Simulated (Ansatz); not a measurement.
CH7BO3Si, SMILES `BO[Si](C)(O)O`. Total charge 0; spin multiplicity 1. The structure was optimised at the PBE0-D4/def2-TZVP level. It is one conformer, not always the lowest.

```xyz
13

B     1.934    0.460   -1.117
O     0.591    0.471   -1.181
Si   -0.606    0.192   -0.079
C    -0.170   -1.122    1.138
O    -0.829    1.665    0.602
O    -1.930   -0.326   -0.884
H     2.494    0.143   -0.099
H     2.551    0.764   -2.099
H    -0.988   -1.279    1.845
H     0.722   -0.847    1.704
H     0.020   -2.071    0.632
H    -1.578    1.774    1.189
H    -2.210    0.177   -1.651
```

Question: What is the dipole moment at r2SCAN/def2-TZVPP? (An estimate is asked.)

Answer: Computed: 1.89 D, with components (-1.61, -0.11, 0.99) D in this frame, pointing from negative to positive charge.

Question: And with PBE, B3LYP, ωB97M-V? (Estimate.)

Answer: The calculation gave: PBE 1.95 D, B3LYP 1.84 D, ωB97M-V 1.85 D.

Question: Give the Mulliken charges with r2SCAN, PBE, ωB97M-V in def2-TZVPP. (Best estimate.)

Answer: Computed: 
```json
{"atom": "B1", "r2SCAN": "0.18", "PBE": "0.08", "ωB97M-V": "0.03"}
{"atom": "O2", "r2SCAN": "-0.35", "PBE": "-0.23", "ωB97M-V": "-0.33"}
{"atom": "Si3", "r2SCAN": "0.73", "PBE": "0.58", "ωB97M-V": "0.70"}
{"atom": "C4", "r2SCAN": "-0.32", "PBE": "-0.39", "ωB97M-V": "-0.46"}
{"atom": "O5", "r2SCAN": "-0.40", "PBE": "-0.34", "ωB97M-V": "-0.36"}
{"atom": "O6", "r2SCAN": "-0.42", "PBE": "-0.35", "ωB97M-V": "-0.38"}
{"atom": "H7", "r2SCAN": "-0.04", "PBE": "-0.03", "ωB97M-V": "0.03"}
{"atom": "H8", "r2SCAN": "-0.03", "PBE": "-0.02", "ωB97M-V": "0.04"}
{"atom": "H9", "r2SCAN": "0.07", "PBE": "0.10", "ωB97M-V": "0.12"}
{"atom": "H10", "r2SCAN": "0.09", "PBE": "0.11", "ωB97M-V": "0.13"}
{"atom": "H11", "r2SCAN": "0.08", "PBE": "0.11", "ωB97M-V": "0.13"}
{"atom": "H12", "r2SCAN": "0.20", "PBE": "0.19", "ωB97M-V": "0.17"}
{"atom": "H13", "r2SCAN": "0.21", "PBE": "0.19", "ωB97M-V": "0.18"}
```

B3LYP here is the variant with VWN-RPA as its local correlation; programs differ in this.
